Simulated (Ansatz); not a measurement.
Geometry optimisation, RKS BLYP/6-31G* in Ansatz.

Input:

```yaml
crystal:
  periodic: [false, false, false]
  atoms:
    - { symbol: Si, position_ang: [-0.100916, 0.051715, 0.009715] }
    - { symbol: F, position_ang: [0.004799, 0.210687, 1.612018] }
    - { symbol: H, position_ang: [1.230595, 0.062585, -0.63425] }
    - { symbol: H, position_ang: [-0.940321, 1.213181, -0.425648] }
    - { symbol: O, position_ang: [-0.870659, -1.374424, -0.414746] }
    - { symbol: H, position_ang: [-1.847246, -1.339604, -0.330603] }
    - { symbol: S, position_ang: [1.821737, -2.402344, 1.306097] }
    - { symbol: H, position_ang: [0.7151, -2.897927, 0.690187] }
    - { symbol: H, position_ang: [1.062111, -1.56517, 2.102231] }
basis:
  gaussian: { orbitals: "6-31G*" }
hamiltonian:
  xc: blyp
relax:
  f_tol: 0.03
  max_steps: 50
output:
  orbitals: {}
```

Command:

```bash
$ ansatz run input.yaml --threads 1 --pin off --max-ram 2048MiB --backend cpu --events-out ev --progress --plain --runs-dir out
```

Where does it end, and by what steps?

The forces met the threshold. The force dipped under the threshold on the way, but the program's further checks kept it going. After 38 steps the energy has fallen by 0.277 eV; H3 moved furthest, 1.80 Å.

```
step  energy less start (eV)  largest force component (eV/Å)  accepted
   0                  0.0000                           0.909       yes
   2                 -0.1324                           0.924       yes
   4                 -0.1653                           0.179       yes
   6                 -0.1773                           0.271       yes
   8                 -0.1826                           0.035       yes
  10                 -0.1858                           0.052       yes
  12                 -0.1873                           0.184        no
  14                 -0.1896                           0.088       yes
  16                 -0.1918                           0.074       yes
  18                 -0.1886                           0.315        no
  20                 -0.1936                           0.143       yes
  22                 -0.1951                           0.077       yes
  24                 -0.1977                           0.383       yes
  26                 -0.2066                           0.376       yes
  28                 -0.2366                           0.288       yes
  30                 -0.2703                           0.135       yes
  32                 -0.2742                           0.031       yes
  34                 -0.2757                           0.156        no
  36                 -0.2767                           0.065       yes
  38                 -0.2770                           0.015       yes
```

```xyz
9
Properties=species:S:1:pos:R:3
Si -0.200 0.423 -0.238
F 1.033 0.420 0.839
H 0.161 1.297 -1.386
H -1.391 0.928 0.513
O -0.424 -1.093 -0.877
H -0.615 -1.799 -0.217
S 0.281 -2.947 1.968
H 1.285 -3.509 1.238
H 0.945 -1.762 2.076
```

The run took 2.1 min on 1 thread of Arm Neoverse V1 (shared host), peak memory 0.14 GiB.
